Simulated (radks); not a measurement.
Coulomb parameter of the 4f shell of the thulium ion Tm+ in the model configuration [Xe] 4f11.5 6s1 6p1.5, as a second difference U = [E(n + 0.5) + E(n - 0.5) - 2 E(n)] / (0.5)^2 with all orbitals relaxed. "Bare": the charge of the atom changes with n. "Screened": the 6p shell takes up the change at fixed total charge, which measures U(4f,4f) + U(6p,6p) - 2 U(4f,6p). All-electron calculation, scalar-relativistic Kohn-Sham, r2SCAN, spin-unpolarised, spherical densities, finite nucleus; meta-GGA in the generalised Kohn-Sham scheme; Fermi nuclear charge, rms radius 5.2256 fm. Program: a radial shooting solver on a logarithmic mesh with Libxc functionals.

start: configuration [Xe] 4f11.5 6s1 6p1.5; E - E(n) (eV) 0.000
bare +0.5: configuration [Xe] 4f12 6s1 6p1.5; E - E(n) (eV) -10.647
bare -0.5: configuration [Xe] 4f11 6s1 6p1.5; E - E(n) (eV) 15.168
screened +0.5: configuration [Xe] 4f12 6s1 6p1; E - E(n) (eV) -7.645
screened -0.5: configuration [Xe] 4f11 6s1 6p2; E - E(n) (eV) 10.182

U(bare) = 18.082 eV, U(screened by 6p) = 10.148 eV, against the Slater integral F0(4f,4f) = 34.645 eV with frozen orbitals.
